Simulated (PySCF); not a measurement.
**Electron correlation in Lu+ (lutetium, charge +1)**

Starting occupation: [Xe] 4f14 6s2. Computed with PySCF 2.14 in x2c-TZVPPall-2c with one added diffuse shell each of s, p, d type (12s12p11d2f2g, 135 functions), with X2C-1e with screened-nucleus spin-orbit coupling, Gaussian nucleus. Frozen: [Kr] 4d10; 24 electrons correlated; the 40 highest virtual spinors left out.

MP2 pair energies summed by pair of shells (mhartree):

| pair | energy | share (%) |
| --- | --- | --- |
| 4f5/2-4f7/2 | -150.55 | 18.7 |
| 4f7/2-4f7/2 | -101.87 | 12.7 |
| 4f7/2-5p3/2 | -85.70 | 10.7 |
| 4f5/2-5p3/2 | -67.91 | 8.5 |
| 4f5/2-4f5/2 | -56.56 | 7.0 |
| 5p3/2-5p3/2 | -52.84 | 6.6 |
| 5p1/2-5p3/2 | -49.73 | 6.2 |
| 4f7/2-5p1/2 | -49.11 | 6.1 |
| 4f5/2-5p1/2 | -31.78 | 4.0 |
| 5p3/2-6s1/2 | -28.09 | 3.5 |
| 4f7/2-5s1/2 | -20.90 | 2.6 |
| 6s1/2-6s1/2 | -19.91 | 2.5 |
| 4f5/2-5s1/2 | -15.36 | 1.9 |
| 5p3/2-5s1/2 | -13.47 | 1.7 |
| 4f7/2-6s1/2 | -13.10 | 1.6 |
| 5p1/2-5p1/2 | -12.11 | 1.5 |
| 5p1/2-6s1/2 | -11.25 | 1.4 |
| 4f5/2-6s1/2 | -9.44 | 1.2 |
| 5p1/2-5s1/2 | -6.35 | 0.8 |
| 5s1/2-5s1/2 | -5.30 | 0.7 |
| 5s1/2-6s1/2 | -1.93 | 0.2 |

Total MP2 correlation energy: -803.29 mhartree.

The virtual space was cut to 110 spinors, which keep -761.46 of the -803.29 mhartree of MP2 correlation.

```csv
level,correlation energy (mhartree)
CCSD,-693.03
```

Diagnostics: T1 = 0.011, largest double amplitude 0.083.

Cost of the coupled-cluster step: 470 s of wall time on 4 threads of Intel(R) Xeon(R) Platinum 8488C (shared host), for 24 occupied and 110 virtual spinors.

The coupled-cluster values are those of the cut space; adding the MP2 remainder, -41.83 mhartree, estimates the full space.

This basis was not built for core-valence correlation, so the inner-shell part is incomplete.
